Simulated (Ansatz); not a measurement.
`B[S][GaH][Cl]` + `BC[SiH3]` → `BC(B)[SiH3]` + `[SH][GaH][Cl]` at 400 K and 1 bar (formal exchange of groups at a B–S bond).

Isolated molecules relaxed with PBE0-D4/def2-TZVP in Ansatz; ΔE leaves out vibrations. CBS: MP2 limit from def2 TZ/QZ plus the TZ coupled-cluster correction, frozen cores. For Ga outer-core shells are correlated without core-valence functions, which leaves a few kJ/mol of doubt a bond. Scalar relativity is left out up to krypton. One conformer a species, not always the lowest.

```
        species  CCSD(T)/CBS energy (Eh)  H − E (kJ/mol)  S (J/(mol·K))
`B[S][GaH][Cl]`              -2808.18728           111.7          379.4
     `BC[SiH3]`               -356.11784           216.8          331.5
  `BC(B)[SiH3]`               -381.50288           254.0          364.9
`[SH][GaH][Cl]`              -2782.78263            70.1          337.2
```

H − E and S are ideal-gas, rigid-rotor, harmonic terms from PBE0-D4/def2-TZVP, for one conformer and one mirror image of each species. 1 Eh = 2625.50 kJ/mol, R = 8.31446 J/(mol·K).

Problem. By hand: ΔE, ΔH, ΔS and ΔG.

Solution. ΔE = (-381.50288) + (-2782.78263) − (-2808.18728) − (-356.11784) = 0.01961 Eh = 51.5 kJ/mol. Δ(H − E) = 254.0 + 70.1 − 111.7 − 216.8 = -4.4, so ΔH = 47.1 kJ/mol. ΔS = 364.9 + 337.2 − 379.4 − 331.5 = -8.8 J/(mol·K). ΔG = 47.1 − 400 × (-8.8)/1000 = 50.6 kJ/mol.

Problem. By hand: the equilibrium constant, and the temperature at which ΔG would vanish if ΔH and ΔS stayed fixed.

Solution. log₁₀ K = −ΔG/(RT ln 10) = -6.6. ΔH and −TΔS have one sign here, so there is no such temperature.

The number of gas molecules stays the same, so ΔS is small and ΔH decides. A doubt of 5 kJ/mol in ΔE shifts log₁₀ K by 0.7 here. Other conformers and mirror images would add mixing entropy, several J/(mol·K) or more a flexible species. Modes under 60 cm⁻¹, often nearly free rotors, make the harmonic entropy too high. These are equilibria of isolated gas molecules and say nothing of rates. Largest T1 diagnostic: 0.013 (customary marks: 0.02 for closed shells, 0.045 for open ones).

ΔS is within the doubt of such terms, so its sign, and with it that verdict, could turn.
